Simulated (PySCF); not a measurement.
# Nuclear quadrupole coupling in `COC1=CC=CCC[SiH2]1`

Species: C7H12OSi.
Z-matrix (Å and degrees, GFN2-xTB geometry), rows numbered from 1:
```
C 
O   1  1.4064
C   2  1.3699  1  119.17
C   3  1.3398  2  124.74  1    -1.91
C   4  1.4497  3  124.90  2  -179.25
C   5  1.3325  4  127.37  3   -38.94
C   6  1.4947  5  125.27  4    -1.09
C   7  1.5335  6  111.61  5    80.96
Si  3  1.8937  2  107.73  1  -175.10
H   1  1.0891  2  105.98  3  -179.12
H   1  1.0953  2  111.44  3   -60.09
H   1  1.0952  2  111.35  3    62.10
H   4  1.0844  3  120.78  2    -1.82
H   5  1.0845  4  114.24  3   144.32
H   6  1.0820  5  118.69  4   179.83
H   7  1.0931  6  109.30  5  -157.64
H   7  1.0941  6  109.39  5   -39.32
H   8  1.0911  7  109.03  6   169.34
H   8  1.0904  7  108.95  6    53.67
H   9  1.4708  3  108.52  2    93.25
H   9  1.4658  3  106.72  2   -25.28
```

Field gradients from the PBE0/pcSseg-1 density (PySCF, non-relativistic), principal values in atomic units, ordered |Vxx| ≤ |Vyy| ≤ |Vzz|:

```tsv
atom	Vxx	Vyy	Vzz
O2	-0.3893	-1.5153	1.9046
```

Question: Find the asymmetry η = (Vxx − Vyy)/Vzz and the couplings χ = eQV/h (234.96 MHz × Q in barn × V in au), with Q(17O) = −0.0256 b.

Answer: 
```tsv
atom	environment	nucleus	η	χzz (MHz)	χxx (MHz)	χyy (MHz)
O2	ether oxygen	17O	0.59	-11.46	2.34	9.11
```

Question: What is Vzz at O2 in SI units (1 au = 9.71736 × 10²¹ V/m²)?

Answer: 1.9046 au = 18.508 × 10²¹ V/m².

Were the hydrogens deuterons (Q(2H) = 0.00286 b), χzz would run from 106 kHz (H20) to 220 kHz (H15).

Isolated species at its GFN2-xTB geometry (one conformer only). GFN2-xTB bond lengths can be off by several hundredths of an ångström, more for odd bonds, and the gradients follow them. The basis is small and wasn't made for field gradients, so the couplings can be 20 % off.

These values come from a run that also computed NMR shieldings. Hardware: one thread, Intel Xeon at 2.70 GHz (x86_64), shared host. Cost: 75 s wall, 1.1 GiB resident at most.
